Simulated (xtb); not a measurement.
xtb input (GFN2-xTB):

```bash
xtb mol.xyz --gfn 2 --sp --chrg 1 --uhf 0
```
mol.xyz:
```
12

C      1.98679189     0.38471164     0.17345764
N      0.86705933    -0.55342209     0.03469659
B     -0.47638675    -0.28789210    -0.03601995
O     -1.60604941    -1.00095933    -0.09668028
O     -0.87933618     1.17312059    -0.05077617
H      1.64308144     1.33773504     0.57677950
H      2.71163072    -0.00975926     0.88269433
H      2.48480351     0.55368825    -0.78175131
H      1.15334865    -1.52049214    -0.02146632
H     -1.58472707    -1.95878862    -0.00085962
H     -0.30504446     1.87346746    -0.39975458
H     -1.82824097     1.35200436    -0.17951244
```

End of the output:

```
         :::::::::::::::::::::::::::::::::::::::::::::::::::::
         ::                     SUMMARY                     ::
         :::::::::::::::::::::::::::::::::::::::::::::::::::::
         :: total energy             -17.647608932021 Eh    ::
         :: gradient norm              0.024197137979 Eh/a0 ::
         :: HOMO-LUMO gap              6.400523556646 eV    ::
         ::.................................................::
         :: SCC energy               -17.818833930740 Eh    ::
         :: -> isotropic ES            0.153054114002 Eh    ::
         :: -> anisotropic ES         -0.001528619164 Eh    ::
         :: -> anisotropic XC          0.004115656369 Eh    ::
         :: -> dispersion             -0.004362319715 Eh    ::
         :: repulsion energy           0.171224998719 Eh    ::
         :: add. restraining           0.000000000000 Eh    ::
         :: total charge               1.000000000000 e     ::
         :::::::::::::::::::::::::::::::::::::::::::::::::::::

           -------------------------------------------------
          |                Property Printout                |
           -------------------------------------------------

    * Orbital Energies and Occupations

         #    Occupation            Energy/Eh            Energy/eV
      -------------------------------------------------------------
         1        2.0000           -0.9475064             -25.7830
       ...           ...                  ...                  ...
         3        2.0000           -0.8407448             -22.8778
         4        2.0000           -0.8356371             -22.7388
         5        2.0000           -0.8040163             -21.8784
         6        2.0000           -0.7685306             -20.9128
         7        2.0000           -0.7650711             -20.8186
         8        2.0000           -0.7410317             -20.1645
         9        2.0000           -0.7148625             -19.4524
        10        2.0000           -0.6979484             -18.9921
        11        2.0000           -0.6810271             -18.5317
        12        2.0000           -0.6650012             -18.0956
        13        2.0000           -0.6598540             -17.9555
        14        2.0000           -0.6229770             -16.9521
        15        2.0000           -0.5732520             -15.5990 (HOMO)
        16                         -0.3380371              -9.1985 (LUMO)
        17                         -0.2598505              -7.0709
        18                         -0.1680125              -4.5719
        19                         -0.0702168              -1.9107
        20                         -0.0499706              -1.3598
        21                         -0.0047386              -0.1289
        22                          0.0304570               0.8288
        23                          0.0409975               1.1156
        24                          0.0681257               1.8538
        25                          0.1208702               3.2890
        26                          0.1652391               4.4964
        27                          0.5194466              14.1349
      -------------------------------------------------------------
                  HL-Gap            0.2352149 Eh            6.4005 eV
             Fermi-level           -0.4556446 Eh          -12.3987 eV

     #   Z          covCN         q      C6AA      α(0)
     1   6 C        3.682    -0.071    22.070     6.727
     2   7 N        2.607    -0.227    25.971     7.569
     3   5 B        2.402     0.436    19.472     8.133
     4   8 O        1.593    -0.415    21.180     6.211
     5   8 O        2.379    -0.323    19.363     5.943
     6   1 H        0.924     0.067     2.123     2.279
     7   1 H        0.925     0.095     1.827     2.114
     8   1 H        0.924     0.083     1.946     2.182
     9   1 H        0.860     0.209     1.062     1.615
    10   1 H        0.805     0.352     0.583     1.200
    11   1 H        0.804     0.391     0.502     1.113
    12   1 H        0.804     0.403     0.480     1.088

 Mol. C6AA /au·bohr⁶  :        927.576719
 Mol. C8AA /au·bohr⁸  :      20289.375936
 Mol. α(0) /au        :         46.172575

Wiberg/Mayer (AO) data.
largest (>0.10) Wiberg bond orders for each atom

 ---------------------------------------------------------------------------
     #   Z sym  total        # sym  WBO       # sym  WBO       # sym  WBO
 ---------------------------------------------------------------------------
     1   6 C    3.948 --     2 N    0.993     6 H    0.980     7 H    0.976
                             8 H    0.974
     2   7 N    3.448 --     3 B    1.397     1 C    0.993     9 H    0.929
     3   5 B    3.410 --     2 N    1.397     4 O    1.250     5 O    0.707
     4   8 O    2.241 --     3 B    1.250    10 H    0.854
     5   8 O    2.427 --    11 H    0.827    12 H    0.822     3 B    0.707
     6   1 H    0.996 --     1 C    0.980
     7   1 H    0.991 --     1 C    0.976
     8   1 H    0.993 --     1 C    0.974
     9   1 H    0.956 --     2 N    0.929
    10   1 H    0.876 --     4 O    0.854
    11   1 H    0.847 --     5 O    0.827
    12   1 H    0.838 --     5 O    0.822
 ---------------------------------------------------------------------------

Topologies differ in total number of bonds
Writing topology from bond orders to xtbtopo.mol

molecular dipole:
                 x           y           z       tot (Debye)
 q only:       -0.361       0.780      -0.293
   full:       -0.454       0.858      -0.379       2.649
molecular quadrupole (traceless):
                xx          xy          yy          xz          yz          zz
 q only:        2.035      -2.425       6.922       1.085      -2.062      -8.957
  q+dip:        1.216      -3.751       8.308       1.110      -2.702      -9.523
   full:        0.638      -3.469       8.954       1.088      -2.706      -9.593

           -------------------------------------------------
          | TOTAL ENERGY              -17.647608932021 Eh   |
          | GRADIENT NORM               0.024197137979 Eh/α |
          | HOMO-LUMO GAP               6.400523556646 eV   |
           -------------------------------------------------
Note: The following floating-point exceptions are signalling: IEEE_UNDERFLOW_FLAG IEEE_DENORMAL
normal termination of xtb

------------------------------------------------------------------------
------------------------------------------------------------------------
 total:
 SCF:
```

It need not be the lowest isomer of its formula.
